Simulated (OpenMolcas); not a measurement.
# Fe V: effect of the basis set

```yaml
Program: OpenMolcas 26.06
Method: "SS-CASPT2, IPEA 0.25 Eh, imaginary shift 0.1 Eh (closed shells correlated: 3s 3p)"
Active_space: 4 electrons in 5 orbitals (3d)
State_averaging: 2S+1 = 5 even, 5 roots; 2S+1 = 3 even, 45 roots; 2S+1 = 1 even, 50 roots
Spin-orbit_coupling: state interaction with AMFI integrals over the reference wave functions, term energies averaged over their components
```

A. ANO-R1 [5s4p2d1f], X2C, finite nucleus; CASPT2 step roughly 8 core-seconds
B. ANO-RCC-VTZP [6s5p3d2f1g], DKH2, point nucleus; CASPT2 step roughly 14 core-seconds
C. ANO-L-VTZP [6s5p3d2f1g], non-relativistic, point nucleus; CASPT2 step roughly 19 core-seconds
D. ANO-R2 [6s5p4d2f1g], X2C, finite nucleus; CASPT2 step of the order of 30 core-seconds
E. ANO-RCC-VQZP [7s6p4d3f2g1h], DKH2, point nucleus; CASPT2 step about 40 core-seconds
F. ANO-R3 [7s5p5d3f2g1h], X2C, finite nucleus; CASPT2 step roughly 50 core-seconds

Energies in cm⁻¹ above 3d⁴ ⁵D₀, the measured ground level; measured values from Corliss and Sugar, J. Phys. Chem. Ref. Data 11, 135 (1982).

| Level | A | B | C | D | E | F | Measured |
| --- | --- | --- | --- | --- | --- | --- | --- |
| 3d⁴ ⁵D₀ | 0.0 | 0.0 | 0.0 | 0.0 | 0.0 | 0.0 | 0.0 |
| 3d⁴ ⁵D₁ | 153 | 154 | 158 | 147 | 147 | 150 | 142 |
| 3d⁴ ⁵D₂ | 448 | 452 | 463 | 431 | 431 | 439 | 417 |
| 3d⁴ ⁵D₃ | 870 | 876 | 897 | 838 | 838 | 852 | 803 |
| 3d⁴ ⁵D₄ | 1402 | 1411 | 1444 | 1350 | 1351 | 1371 | 1283 |
| 3d⁴ ³P₀(1) | 25090 | 24580 | 24510 | 24300 | 24310 | 24010 | 24055 |
| 3d⁴ ³P₁(1) | 26010 | 25500 | 25450 | 25180 | 25190 | 24910 | 24973 |
| 3d⁴ ³H₄ | 26600 | 25410 | 25540 | 25360 | 25140 | 24950 | 24932 |
| 3d⁴ ³H₅ | 26940 | 25740 | 25880 | 25680 | 25460 | 25280 | 25226 |
| 3d⁴ ³H₆ | 27310 | 26110 | 26260 | 26030 | 25820 | 25640 | 25528 |
| 3d⁴ ³P₂(1) | 27560 | 27050 | 27040 | 26680 | 26680 | 26430 | 26468 |
| 3d⁴ ³F₂(1) | 28230 | 27360 | 27460 | 27160 | 27070 | 26860 | 26761 |
| 3d⁴ ³F₃(1) | 28330 | 27460 | 27550 | 27260 | 27160 | 26950 | 26842 |
| 3d⁴ ³F₄(1) | 28500 | 27620 | 27720 | 27410 | 27320 | 27110 | 26974 |
| 3d⁴ ³G₃ | 31730 | 30570 | 30680 | 30390 | 30300 | 30040 | 29817 |
| 3d⁴ ³G₄ | 32110 | 30960 | 31080 | 30760 | 30670 | 30410 | 30147 |
| 3d⁴ ³G₅ | 32440 | 31270 | 31400 | 31070 | 30980 | 30730 | 30430 |
| 3d⁴ ³D₃ | 38890 | 37720 | 37810 | 37390 | 37410 | 37110 | 36630 |
| 3d⁴ ¹G₄(1) | 38900 | 38090 | 38090 | 37680 | 37550 | 37260 | 36586 |
| 3d⁴ ³D₂ | 39020 | 37850 | 37940 | 37510 | 37540 | 37230 | 36758 |
| 3d⁴ ³D₁ | 39160 | 37990 | 38080 | 37640 | 37670 | 37370 | 36925 |
| 3d⁴ ¹I₆ | 40280 | 38540 | 38710 | 38450 | 38080 | 37800 | 37512 |
| 3d⁴ ¹S₀(1) | 41420 | 41110 | 41010 | 40570 | 40570 | 40170 | 39633 |
| 3d⁴ ¹D₂(1) | 49540 | 48030 | 48140 | 47630 | 47620 | 47240 | 46291 |

Deviations, from unrounded energies. A percentage is the sum of absolute deviations over the sum of measured energies, with the sign that they share, or ± where signs differ.

```
                        Against measurement  Levels     A     B      C     D     E     F
             mean absolute deviation (cm-1)      23  1600   730    790   510   440   240
      fine structure of the ground term (%)       4  +8.6  +9.3  +12.0  +4.6  +4.6  +6.3
other terms of the ground configuration (%)      19  +6.0  +2.8   +3.0  +2.0  +1.7  ±0.9
```

F lies closest to measurement on these levels and A furthest from it. The largest miss of F in the table is 3d⁴ ¹D₂(1), by +950 cm-1. The ranking rests on the paired levels alone, and a cruder setting can come out closer through cancelling errors.

Among A to F the level of the table that moves most is 3d⁴ ¹I₆, by 2500 cm-1 (lowest in F, highest in A). Moves below CASPT2's spread within the term are not significant.

Term energies are means over components that CASPT2 splits; among the terms shown or strongly mixed into the levels shown the widest spread is 370 cm-1 (3d⁴ ¹G(1), E). The CASPT2 spread within a term exceeds the gap to the next term for 3d⁴ ³D and 3d⁴ ¹G(1), so the order of their levels is uncertain (figures for B; the like holds for C, D, E, F). The basis is small and was not contracted for so high a charge (holds for A). Measured partners are found by configuration, term and J. A level has none where our copy of the source lacks it or the pairing is in doubt (some pairs that miss far off the trend of their configuration count as doubtful), and it then counts in no deviation. Levels of configurations outside the active space are missing. The table leaves out levels that lie high or whose names do not pair safely across all columns.

A number in round brackets counts repeated terms of one configuration in the order of the reference energies.
